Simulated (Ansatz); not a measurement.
Ansatz (a quantum-chemistry and plane-wave program) input for BrH₄NO₂Si, SMILES N[Si](O)(O)Br, PBE-D3(BJ)/def2-SVP. 

Ansatz 0.2 input:
```yaml
crystal:
  periodic: [false, false, false]
  atoms:
    - {symbol: N, position_ang: [1.98586404, -0.11867374, -0.93695345]}
    - {symbol: Si, position_ang: [0.40320545, 0.40958050, -0.60325262]}
    - {symbol: O, position_ang: [0.42729696, 1.96247601, -0.04687182]}
    - {symbol: O, position_ang: [-0.43507649, 0.17430193, -2.00339676]}
    - {symbol: Br, position_ang: [-0.68182102, -0.67578451, 1.01881473]}
    - {symbol: H, position_ang: [2.71002944, -0.03074318, -0.23392355]}
    - {symbol: H, position_ang: [2.11954954, -0.94176040, -1.51332797]}
    - {symbol: H, position_ang: [0.93571899, 2.56427039, -0.60174103]}
    - {symbol: H, position_ang: [-1.38525045, 0.06305664, -1.90316366]}
basis:
  gaussian:
    orbitals: def2-SVP
hamiltonian:
  xc: pbe
  dispersion: d3bj
relax: {f_tol: 0.002, max_steps: 200}
```

Program output:

```
WARN ansatz: RAYON_NUM_THREADS=1 ignored (pool sized by the plan → 1); use --threads N
Functional definition: PBE
integrals: 0.06 GiB planned
1231 factors; their error is unknown
mean field: 0.31 GiB planned
mean field evaluation 1: about -83526.5399 eV, gradient 9.2e1 eV
mean field evaluation 2: about -83481.7791 eV, gradient 1.7e2 eV
mean field evaluation 4: about -83541.7644 eV, gradient 9.8e0 eV
mean field evaluation 8: about -83541.9342 eV, gradient 1.7e-1 eV
mean field evaluation 16: about -83541.8313 eV, gradient 3.5e-4 eV
mean field -83541.83130999 eV, -3070.1056739550 hartree, gradient 3.5e-5 eV, S^2 0.000000; 0 other end points of the search recorded, 0 dependent functions left out
the calculation of the forces begins
reference -83541.83134260 eV, -3070.1056751536 hartree; 38, 38 occupied and 74, 74 virtual orbitals, 1231 factors
relax step   1: F+E_penalty+E_count = -83542.04320036 eV  Δ(F+E_penalty+E_count) = +0.000e0 eV  max|allowed force component| = 5.777e-1 eV/Å  Δτ_max = 0.0000 Å  (28 SCF iters, accepted)
these checks for a lower state are left out or cut short: starts, cluster_reference, orbital_swaps, neighbouring_geometries, increment
integrals: 0.06 GiB planned
1231 factors; their error is unknown
mean field: 0.31 GiB planned
mean field -83541.85328615 eV, -3070.1064815640 hartree, gradient 1.5e-5 eV, S^2 0.000000; 0 other end points of the search recorded, 0 dependent functions left out
the calculation of the forces begins
reference -83541.85331897 eV, -3070.1064827703 hartree; 38, 38 occupied and 74, 74 virtual orbitals, 1231 factors
relax step   2: F+E_penalty+E_count = -83542.06389460 eV  Δ(F+E_penalty+E_count) = -2.069e-2 eV  max|allowed force component| = 3.217e-1 eV/Å  Δτ_max = 0.0230 Å  (30 SCF iters, accepted)
these checks for a lower state are left out or cut short: starts, cluster_reference, orbital_swaps, neighbouring_geometries, increment
integrals: 0.06 GiB planned
1231 factors; their error is unknown
mean field: 0.31 GiB planned
mean field evaluation 32: about -83541.8591 eV, gradient 1.5e-5 eV
mean field -83541.85911179 eV, -3070.1066956525 hartree, gradient 1.5e-5 eV, S^2 0.000000; 0 other end points of the search recorded, 0 dependent functions left out
the calculation of the forces begins
reference -83541.85914469 eV, -3070.1066968614 hartree; 38, 38 occupied and 74, 74 virtual orbitals, 1231 factors
relax step   3: F+E_penalty+E_count = -83542.06918516 eV  Δ(F+E_penalty+E_count) = -5.291e-3 eV  max|allowed force component| = 9.850e-2 eV/Å  Δτ_max = 0.0119 Å  (29 SCF iters, accepted)
these checks for a lower state are left out or cut short: starts, cluster_reference, orbital_swaps, neighbouring_geometries, increment
integrals: 0.06 GiB planned
1231 factors; their error is unknown
mean field: 0.31 GiB planned
mean field -83541.85908513 eV, -3070.1066946727 hartree, gradient 1.6e-5 eV, S^2 0.000000; 0 other end points of the search recorded, 0 dependent functions left out
the calculation of the forces begins
reference -83541.85911800 eV, -3070.1066958805 hartree; 38, 38 occupied and 74, 74 virtual orbitals, 1231 factors
relax step   4: F+E_penalty+E_count = -83542.06943990 eV  Δ(F+E_penalty+E_count) = -2.547e-4 eV  max|allowed force component| = 1.063e-1 eV/Å  Δτ_max = 0.0244 Å  (28 SCF iters, accepted)
these checks for a lower state are left out or cut short: starts, cluster_reference, orbital_swaps, neighbouring_geometries, increment
integrals: 0.06 GiB planned
1231 factors; their error is unknown
mean field: 0.31 GiB planned
mean field -83541.86051649 eV, -3070.1067472741 hartree, gradient 1.5e-5 eV, S^2 0.000000; 0 other end points of the search recorded, 0 dependent functions left out
the calculation of the forces begins
reference -83541.86054938 eV, -3070.1067484828 hartree; 38, 38 occupied and 74, 74 virtual orbitals, 1231 factors
relax step   5: F+E_penalty+E_count = -83542.07081850 eV  Δ(F+E_penalty+E_count) = -1.379e-3 eV  max|allowed force component| = 2.766e-2 eV/Å  Δτ_max = 0.0147 Å  (29 SCF iters, accepted)
these checks for a lower state are left out or cut short: starts, cluster_reference, orbital_swaps, neighbouring_geometries, increment
integrals: 0.06 GiB planned
1231 factors; their error is unknown
mean field: 0.31 GiB planned
mean field -83541.86073156 eV, -3070.1067551778 hartree, gradient 1.6e-5 eV, S^2 0.000000; 0 other end points of the search recorded, 0 dependent functions left out
the calculation of the forces begins
reference -83541.86076443 eV, -3070.1067563856 hartree; 38, 38 occupied and 74, 74 virtual orbitals, 1231 factors
relax step   6: F+E_penalty+E_count = -83542.07119761 eV  Δ(F+E_penalty+E_count) = -3.791e-4 eV  max|allowed force component| = 1.694e-2 eV/Å  Δτ_max = 0.0123 Å  (29 SCF iters, accepted)
these checks for a lower state are left out or cut short: starts, cluster_reference, orbital_swaps, neighbouring_geometries, increment
integrals: 0.06 GiB planned
1231 factors; their error is unknown
mean field: 0.31 GiB planned
mean field -83541.86074108 eV, -3070.1067555278 hartree, gradient 2.3e-5 eV, S^2 0.000000; 0 other end points of the search recorded, 0 dependent functions left out
the calculation of the forces begins
reference -83541.86077394 eV, -3070.1067567352 hartree; 38, 38 occupied and 74, 74 virtual orbitals, 1231 factors
relax step   7: F+E_penalty+E_count = -83542.07126776 eV  Δ(F+E_penalty+E_count) = -7.014e-5 eV  max|allowed force component| = 4.223e-3 eV/Å  Δτ_max = 0.0039 Å  (22 SCF iters, accepted)
these checks for a lower state are left out or cut short: starts, cluster_reference, orbital_swaps, neighbouring_geometries, increment
integrals: 0.06 GiB planned
1231 factors; their error is unknown
mean field: 0.31 GiB planned
mean field evaluation 64: about -83541.8607 eV, gradient 1.3e-4 eV
mean field -83541.86073479 eV, -3070.1067552964 hartree, gradient 2.1e-5 eV, S^2 0.000000; 0 other end points of the search recorded, 0 dependent functions left out
the calculation of the forces begins
reference -83541.86076764 eV, -3070.1067565038 hartree; 38, 38 occupied and 74, 74 virtual orbitals, 1231 factors
relax step   8: F+E_penalty+E_count = -83542.07127006 eV  Δ(F+E_penalty+E_count) = -2.304e-6 eV  max|allowed force component| = 2.429e-3 eV/Å  Δτ_max = 0.0010 Å  (21 SCF iters, accepted)
these checks for a lower state are left out or cut short: starts, cluster_reference, orbital_swaps, neighbouring_geometries, increment
integrals: 0.06 GiB planned
1231 factors; their error is unknown
mean field: 0.31 GiB planned
mean field -83541.86073615 eV, -3070.1067553464 hartree, gradient 9.6e-6 eV, S^2 0.000000; 0 other end points of the search recorded, 0 dependent functions left out
the calculation of the forces begins
reference -83541.86076900 eV, -3070.1067565538 hartree; 38, 38 occupied and 74, 74 virtual orbitals, 1231 factors
relax step   9: F+E_penalty+E_count = -83542.07127073 eV  Δ(F+E_penalty+E_count) = -6.699e-7 eV  max|allowed force component| = 8.771e-4 eV/Å  Δτ_max = 0.0007 Å  (21 SCF iters, accepted)
integrals: 0.06 GiB planned
1231 factors; their error is unknown
mean field: 0.31 GiB planned
mean field -83541.86073615 eV, -3070.1067553464 hartree, gradient 9.5e-6 eV, S^2 0.000000; 1 other end points of the search recorded, 0 dependent functions left out
the calculation of the forces begins
reference -83541.86076900 eV, -3070.1067565538 hartree; 38, 38 occupied and 74, 74 virtual orbitals, 1231 factors
Total energy: -83542.07130358 eV, -3070.1144935569 hartree
Atom 0 at     2.001288    -0.101745    -0.957389 Å, force    -0.000877    -0.000246    -0.000622 eV/Å
Atom 1 at     0.400134     0.412438    -0.606558 Å, force     0.000790     0.000394     0.000407 eV/Å
Atom 2 at     0.425006     1.977393    -0.030127 Å, force    -0.000117     0.000134    -0.000283 eV/Å
Atom 3 at    -0.440798     0.176833    -2.026365 Å, force     0.000518     0.000187    -0.000400 eV/Å
Atom 4 at    -0.697484    -0.687255     1.024768 Å, force    -0.000341    -0.000525     0.000525 eV/Å
Atom 5 at     2.713062    -0.029001    -0.227030 Å, force    -0.000124    -0.000014     0.000032 eV/Å
Atom 6 at     2.123823    -0.957181    -1.505004 Å, force     0.000164     0.000035     0.000144 eV/Å
Atom 7 at     0.951029     2.564259    -0.604749 Å, force    -0.000080     0.000068    -0.000025 eV/Å
Atom 8 at    -1.396545     0.050982    -1.891361 Å, force     0.000067    -0.000034     0.000221 eV/Å
Dipole moment:     0.310095    -0.001359    -0.254825 e Å
```

The run converged.

Cost: very roughly 27 core-seconds.
